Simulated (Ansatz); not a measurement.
`O[SiH2][Se][SiH3]` + `C[SiH2]O` → `C[SiH2]O[SiH3]` + `O[SiH2][SeH]`  (ligand exchange at the Si–Se bond)

Program: Ansatz. Geometries: PBE0-D4/def2-TZVP. ΔE: electronic, gas phase. CBS: MP2 limit from def2 TZ/QZ plus the TZ coupled-cluster correction, frozen cores. This one scheme is used for every species. DFT in def2-TZVPP. B3LYP here is the variant with VWN-RPA as its local correlation; programs differ in this. For Se outer-core shells are correlated without core-valence functions, which leaves a few kJ/mol of doubt a bond. Scalar relativity is left out up to krypton. Each species was taken in one conformer, which may not be the lowest.

`O[SiH2][Se][SiH3]`:

```xyz
10

O    -1.098    0.845   -2.057
Si    0.078   -0.153   -1.500
Se    1.426    0.851    0.040
Si    0.370   -0.107    1.817
H    -1.612    1.332   -1.411
H     0.890   -0.509   -2.682
H    -0.491   -1.363   -0.849
H     0.642   -1.564    1.884
H     0.894    0.563    3.032
H    -1.099    0.104    1.727
```

`C[SiH2]O`:

Cartesian coordinates in Å:
```
C -1.089 -0.396 0.182
Si 0.450 0.567 -0.237
O 1.797 -0.035 0.505
H -1.962 0.062 -0.291
H -1.257 -0.414 1.262
H -1.023 -1.429 -0.170
H 0.338 1.965 0.247
H 0.629 0.571 -1.718
H 2.118 -0.891 0.221
```

`C[SiH2]O[SiH3]`:

```xyz
12

C    -2.046    0.132    0.779
Si   -0.321   -0.547    0.694
O     0.509    0.247   -0.476
Si    1.934    0.393   -1.258
H    -2.034    1.198    1.016
H    -2.620   -0.384    1.554
H    -2.564   -0.002   -0.174
H    -0.343   -2.002    0.374
H     0.380   -0.367    1.996
H     1.800    1.466   -2.273
H     2.290   -0.884   -1.931
H     3.016    0.750   -0.301
```

`O[SiH2][SeH]`:

Z-matrix (Å, degrees):
```
Si
Se 1 2.282
O 1 1.641 2 113.4
H 1 1.477 2 107.8 3 116.2
H 1 1.484 2 106.6 3 -123.6
H 2 1.468 1 92.5 3 97.5
H 3 0.959 1 117.7 2 -46.2
```

CCSD(T)/CBS gives -0.40 eV.

(1) Another level gave -0.32 eV. Which?
A. PBE-D4/def2-TZVPP
B. PBE0/def2-TZVPP
C. B3LYP-D4/def2-TZVPP
D. HF/def2-TZVPP

Largest T1 diagnostic among the species: 0.011.

Results:

(1) B. PBE0 -0.32, PBE-D4 -0.26, B3LYP-D4 -0.46, HF/def2-TZVPP -0.66 eV.

The D4 term adds +0.04 eV with B3LYP and +0.02 eV with PBE0; it sums over pairs of atoms, weighted by their polarisabilities, and B3LYP, whose exchange is more repulsive, gets the larger term. In def2-TZVPP, CCSD(T) changes the Hartree–Fock value by +0.22 eV (the triples alone add +0.04 eV) and MP2 by +0.26 eV.
